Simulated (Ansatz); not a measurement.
`OCB[SiH3]` → `BC(O)[SiH3]`  (isomerisation)

Isolated molecules relaxed with PBE0-D4/def2-TZVP in Ansatz; ΔE leaves out vibrations. CBS: MP2 limit from def2 TZ/QZ plus the TZ coupled-cluster correction, frozen cores. Functionals use def2-TZVPP. B3LYP here is the variant with VWN-RPA as its local correlation; programs differ in this. HSE06 is defined as in plane-wave codes. One conformer a species, not always the lowest.

`OCB[SiH3]`:

Z-matrix (Å, degrees):
```
C
B 1 1.547
O 1 1.411 2 114.8
H 1 1.107 2 106.8 3 -124.9
H 1 1.108 2 106.8 3 124.9
Si 2 2.017 1 120.7 3 -179.9
H 2 1.197 1 120.1 3 0.0
H 3 0.960 1 108.9 2 -179.9
H 6 1.491 2 109.9 1 -121.8
H 6 1.491 2 113.8 1 -0.7
H 6 1.491 2 109.7 1 120.2
```

`BC(O)[SiH3]`:

Z-matrix (Å, degrees):
```
C
O 1 1.408
Si 1 1.953 2 111.4
B 1 1.515 2 117.4 3 106.2
H 1 1.099 2 113.7 3 -115.0
H 2 0.961 1 109.3 3 60.4
H 3 1.486 1 113.1 2 83.5
H 3 1.488 1 104.2 2 -34.1
H 3 1.484 1 111.0 2 -152.7
H 4 1.199 1 117.4 2 173.1
H 4 1.194 1 121.5 2 -13.8
```

| level | ΔE (kcal/mol) | difference from CCSD(T)/CBS |
| --- | --- | --- |
| LDA (SPW92) | -5.4 | -1.6 |
| revPBE-D4 | -4.3 | -0.5 |
| r2SCAN0-D4 | -3.9 | -0.1 |
| HSE06-D4 | -3.4 | 0.4 |
| CAM-B3LYP-D4 | -3.4 | 0.4 |
| PBE-QIDH | -3.7 | 0.1 |
| revPBE | -2.5 | 1.3 |
| B3LYP | -2.7 | 1.1 |
| r2SCAN0 | -3.8 | 0.0 |
| CAM-B3LYP | -2.9 | 0.9 |
| MP2/def2-SVP | -4.2 | -0.4 |
| CCSD(T)/def2-SVP | -2.8 | 1.0 |
| SCS-MP2/def2-TZVPP | -4.3 | -0.5 |
| CCSD/def2-TZVPP | -2.8 | 1.0 |
| CCSD(T)/def2-TZVPP | -3.7 | 0.1 |
| MP2/CBS(def2) | -5.5 | -1.7 |
| CCSD(T)/CBS | -3.8 | 0 |

Largest T1 diagnostic among the species: 0.013.

At CCSD(T), def2-SVP lies +1.0 kcal/mol from the extrapolated value and def2-TZVPP +0.1 kcal/mol. The D4 term adds −1.0 kcal/mol with B3LYP and −0.5 kcal/mol with PBE0; it sums over pairs of atoms, weighted by their polarisabilities, and B3LYP, whose exchange is more repulsive, gets the larger term.
